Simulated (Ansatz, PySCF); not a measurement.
Stretching the Pb1–H2 bond in H3NPb (SMILES [NH2][PbH]) (multiplicity 1 held, fragments rigid). Energies count from the point at 1.865 Å.
Geometry at that point (charge 0, multiplicity 1):
```xyz
5

Pb    -0.0569     0.1346     0.1663
H     -0.7454     1.2445    -1.1645
N      0.5644    -1.2798    -1.2998
H      0.4288    -1.1744    -2.2940
H      1.0352    -2.1459    -1.0822
```

Restricted levels (R-, RO-) in cc, def2 and unpolarised 6-31G sets keep to the state of the molecule at rest. Unrestricted levels (U-) break spin symmetry where that is lower. Curves can end on different states.

Frozen-core correlation. Filled d and f shells under p-block atoms count as core. Rows in LANL2DZ carry no dispersion term and start afresh at each structure. LANL2DZ brings its own core potentials from Na on.

Programs: Ansatz (Gaussian orbitals); PySCF for LANL2DZ rows. Values without a source in brackets are computed. In def2 rows elements past Kr take small-core potentials, without spin–orbit coupling.

### Question
One of these levels gives 41.07 kcal/mol for the energy at R = 5.967 Å. Which one is it?
A) U-MP2/def2-TZVPP
B) U-B3LYP/def2-TZVPP
C) R-PBE/def2-TZVPP
D) U-HF/LANL2DZ

### Answer
D, U-HF/LANL2DZ. The others give 80.80 (R-PBE/def2-TZVPP), 62.61 (U-B3LYP/def2-TZVPP), 56.84 (U-MP2/def2-TZVPP)

Doubts at one or more of the structures used: a spin-contaminated determinant (U-HF/LANL2DZ, U-B3LYP/def2-TZVPP, U-MP2/def2-TZVPP); a restricted determinant that unrestricted orbitals would lower (R-PBE/def2-TZVPP).

Ansatz is a first-principles code.
